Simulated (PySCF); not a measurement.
C12H10S, SMILES C(=Cc1ccsc1)c1ccccc1, singlet (GFN2-xTB optimised geometry):

```
23

C      0.510     0.418     0.000
C     -0.829     0.491     0.000
C     -1.600     1.712     0.000
C     -3.027     1.712     0.000
C     -3.562     2.954     0.000
S     -2.349     4.177     0.001
C     -1.111     2.992     0.000
C      1.312    -0.790     0.000
C      0.768    -2.077     0.000
C      1.585    -3.190     0.000
C      2.964    -3.050     0.000
C      3.521    -1.782     0.000
C      2.706    -0.668     0.000
H      1.081     1.338     0.000
H     -1.424    -0.411     0.000
H     -3.615     0.811     0.000
H     -4.595     3.239     0.000
H     -0.090     3.317     0.000
H     -0.302    -2.211     0.000
H      1.145    -4.177    -0.001
H      3.599    -3.924     0.000
H      4.595    -1.663     0.000
H      3.148     0.319     0.000
```

Method: CAM-B3LYP/def2-SVP run with PySCF.

**Question.** What are the frontier orbital energies and the dipole moment?

**Answer.** HOMO-2 -8.53 eV, HOMO-1 -8.28 eV, HOMO -6.91 eV, LUMO -0.35 eV, LUMO+1 1.11 eV; dipole moment 0.33 D.

Meta-Löwdin charges at CAM-B3LYP/def2-SVP: C1 -0.10, C2 -0.10, C3 -0.01, C4 -0.13, C5 -0.23, S6 0.27, C7 -0.25, C8 0.01, C9 -0.11, C10 -0.10, C11 -0.11, C12 -0.10, C13 -0.11, H14 0.09, H15 0.10, H16 0.11, H17 0.13, H18 0.12, H19 0.10, H20 0.10, H21 0.10, H22 0.10, H23 0.10.
